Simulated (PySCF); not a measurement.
Gas-phase reaction: 2 InCl3.NH3 → 2 InCl3 + H2 + 2 NH2

Method: PySCF energies plus ideal-gas RRHO corrections (1 bar). † marks an energy on the PBE0/def2-TZVP geometry and frequencies; other levels use their own. MP2 freezes the core. Open shells (unrestricted): NH2 (multiplicity 2); the rest are closed-shell singlets. In: scalar-relativistic def2 core potential, no spin-orbit coupling. Adducts (InCl3.NH3) have no counterpoise correction, and HF, PBE, BLYP, B3LYP and PBE0 lack dispersion. InCl3.NH3: computed as isolated molecules; such fragments, hydroxides, amides, oligomers or adducts are transient or little studied in the gas. MP2 isn't extrapolated to the basis-set limit; its ΔH°(298 K) is 750.4 kJ in def2-SVP and 737.7 kJ in def2-TZVPP. The harmonic model lacks anharmonicity and excited electronic states, which grow with temperature; levels with a mode under 35 cm⁻¹ are left out. Soft modes under 120 cm⁻¹ make the harmonic entropy rough for InCl3.NH3, InCl3.

```tsv
level	ΔE electronic, kJ	ΔH°(298 K), kJ	ΔS°(298 K), J/K	ΔG°(1000 K), kJ
BLYP/def2-TZVP†	673	610	385	226
MP2/def2-TZVPP†	801	738	385	354
PBE/def2-SVP	785	724	388	338
PBE/def2-TZVP†	734	671	385	287
PBE0/def2-SVP†	794	730	385	347
PBE0/def2-TZVP	742	679	385	295
ωB97M-V/def2-TZVP†	772	709	385	325
```
ΔH° is lowest at BLYP/def2-TZVP† and highest at MP2/def2-TZVPP†. No reference value is set beside these.
